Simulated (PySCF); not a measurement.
From one molecule to another.

First species: C₅H₃FOS.
InChI=1S/C5H3FOS/c6-5(7)4-2-1-3-8-4/h1-3H

Second species: C₃H₅F₃O.
SMILES: `OC[C@H](F)C(F)F`

Levels: wB97X-D/def2-SVPD for dipole moment, HOMO energy, LUMO energy, HOMO–LUMO gap, static isotropic polarisability and electronic spatial extent ⟨r²⟩ about the centre of nuclear charge; TDDFT wB97X-D/def2-SVPD for lowest singlet excitation; TDA wB97X-D/def2-SVPD for lowest triplet excitation (Tamm–Dancoff); GFN2-xTB for rotational constant A and rotational constant C. Geometries: GFN2-xTB. All species are isolated and taken at one optimised geometry, non-relativistic unless stated; the electronic structure was computed with PySCF and density fitting.

The conformers computed, where there is a choice (atom-mapped SMILES and torsion angles):
- `[O:1]=[C:2]([F:3])[c:4]1[cH:5][cH:6][cH:7][s:8]1`: O1–C2–C4–C5 180°
- `[OH:1][CH2:2][C@H:3]([F:4])[CH:5]([F:6])[F:7]`: O1–C2–C3–F4 -68°, C2–C3–C5–F6 -81°, H–O1–C2–C3 62°

Which of the two has the higher ⟨r²⟩, and by how much?

The first: 1038 bohr² against 789 bohr², a difference of 249 bohr².

Which has the higher HOMO–LUMO gap?

The second: 12.58 eV against 9.01 eV, a difference of 3.57 eV.

Which of the two has the higher rotational constant C, and by how much?

The second: 1.527 GHz against 1.020 GHz, a difference of 0.507 GHz.

Which of the two has the higher S1 energy, and by how much?

The second: 7.71 eV against 5.00 eV, a difference of 2.71 eV.

Which has the higher HOMO energy?

The first: -9.60 eV against -10.41 eV, a difference of 0.81 eV.

Which has the higher rotational constant A?

The second: 3.925 GHz against 3.689 GHz, a difference of 0.236 GHz.

Which has the higher T1 energy?

The second: 7.41 eV against 3.35 eV, a difference of 4.06 eV.

Which of the two has the higher LUMO energy, and by how much?

The second: 2.17 eV against -0.59 eV, a difference of 2.76 eV.

On the first: S1 lies 4.01 eV below the HOMO–LUMO gap; its leading configuration is HOMO→LUMO, weight 0.80. The 8 singlets span 5.00 to 7.46 eV, and their oscillator strengths add up to 0.41.

On the second: No computed singlet falls in the visible range (750 to 380 nm, 1.65 to 3.26 eV); S1 lies 4.45 eV above its blue end. A dipole of 1.15 D is allowed in C1, and pure rotational transitions are dipole-allowed.
